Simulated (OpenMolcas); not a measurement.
## Ni+, Pd+, Pt+: d⁹ down the group

```json
{
 "Program": "OpenMolcas",
 "Method": "MS-CASPT2, IPEA 0.25 Eh, imaginary shift 0.1 Eh",
 "Basis": "ANO-R3",
 "Scalar Hamiltonian": "X2C, finite nucleus",
 "Spin-orbit coupling": "RASSI with atomic mean-field integrals over the reference wave functions, term energies averaged over their components"
}
```

Active space for each ion: 9 electrons in 6 orbitals (d s); closed shells correlated by CASPT2: Ni+ 3s 3p; Pd+ 4s 4p; Pt+ 5s 5p.

Computed levels in cm-1 above ²D_5/2:

| Level | Ni+ | Pd+ | Pt+ |
| --- | --- | --- | --- |
| ²D_3/2 | 1611 | 3670 | 9460 |
| weight of ²D in the lowest level (%) | 97 | 100 | 94 |

Measured, with the error of the calculation in %. Measured levels: Ni+, Pd+ from NIST Handbook of Basic Atomic Spectroscopic Data.

| Level | Ni+ | Pd+ |
| --- | --- | --- |
| ²D_3/2 | 1507 (+6.9) | 3539 (+3.6) |

The fine-structure level ²D_3/2 changes by a factor of 5.87 from Ni+ to Pt+.

CASPT2 breaks the degeneracy within a term, and the mean is taken; among the terms shown or strongly mixed into the levels shown the widest spread is 460 cm-1 (3d⁹ ²D, Ni+). Computed and measured levels are paired by configuration, term and J; levels that our copy of the source lacks, or whose pairing is in doubt (as where it misses far off the trend of its configuration), stay unpaired and out of the deviations. Levels of configurations outside the active space are missing.
